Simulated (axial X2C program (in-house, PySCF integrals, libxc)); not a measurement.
## Photoelectron levels of IO⁻ by EOM-IP-CCSD

Computed with an axial X2C code built on PySCF integrals: two-component X2C with atomic mean-field Coulomb and Gaunt terms, Gaussian nuclei, basis I dyall-acv3z, O dyall-av3z with contracted cores.

R = 1.925 Å (near the PBE0 minimum at charge -1 of the determinant lowest at the starting distance; the state shown can have its own minimum elsewhere).

Hartree–Fock spinors of IO⁻ (one of each Kramers pair; a window near the gap, which can cut inner shells):

| ω | occupied | ε (eV) | character |
| --- | --- | --- | --- |
| 1/2 | yes | -17.18 | 67% I s, 15% O p, 9% O s |
| 1/2 | yes | -7.37 | 58% O p, 37% I p |
| 3/2 | yes | -6.99 | 70% O p, 26% I p |
| 1/2 | yes | -6.35 | 55% O p, 35% I p, 4% I s |
| 1/2 | yes | -3.67 | 57% I p, 30% O p, 6% I d |
| 3/2 | yes | -3.15 | 65% I p, 23% O p, 6% I d |
| 1/2 | no | 4.89 | 84% I p, 12% I s |
| 1/2 | no | 5.23 | 95% I p, 2% I s |
| 3/2 | no | 5.27 | 98% I p |
| 1/2 | no | 5.34 | 70% I s, 16% O p, 11% I p |
| 1/2 | no | 7.43 | 75% O p, 12% I s, 7% I d |
| 3/2 | no | 7.80 | 92% O p, 5% I d |

Vertical detachment energies of IO⁻ to the states of IO:

| Ω of IO | vertical detachment energy (eV) | above lowest (cm⁻¹) | ionised spinor | one-hole weight |
| --- | --- | --- | --- | --- |
| 3/2 | 2.265 | 0 | 51% O pπ, 36% I pπ, 8% I dπ | 0.93 |
| 1/2 | 2.512 | 1992 | 59% O pπ, 27% I pπ, 8% I dπ | 0.92 |
| 3/2 | 5.254 | 24106 | 57% I pπ, 40% O pπ | 0.92 |
| 1/2 | 5.530 | 26334 | 50% I pπ, 27% O pπ, 11% O pσ | 0.92 |
| 1/2 | 6.303 | 32567 | 40% O pσ, 31% I pσ, 15% I pπ | 0.92 |

Q: How far does the lowest EOM-IP-CCSD energy lie from the Koopmans value −ε of the highest filled spinor?

A: 2.265 eV against 3.15 eV, a shift of -0.88 eV: relaxation of the final state lowers the energy and the loss of correlation raises it.

Q: What is the splitting of the first π pair in the table, and is it regular or inverted?

A: E(3/2) − E(1/2) = 0 − 1992 = -1992 cm⁻¹ at EOM-IP-CCSD: inverted, Ω = 3/2 lower. Splittings at this level can be off by ten to twenty per cent.

This point took 9.4 s on 1 thread of Arm Neoverse V2 (shared host).

Reference electrons by ω block (each with its −ω partner): 1/2: 20, 3/2: 9, 5/2: 2. 14 electrons of IO⁻ correlated (inner shells frozen), 92 natural virtual spinors (a truncated set); levels can be off by some tenths of an eV. Roots sought by Ω: (1/2: 4, 3/2: 3, 5/2: 1); the list ends where they run out and leaves out roots under 60 % one-particle weight. The solver can skip a root, and states that need a further excitation, which the method places far too high, are missing though they may lie low or lowest. T1 of the reference 0.017 (Lee–Taylor). Number of frozen shells: I 4 s, 3 p, 2 d; O 1 s.
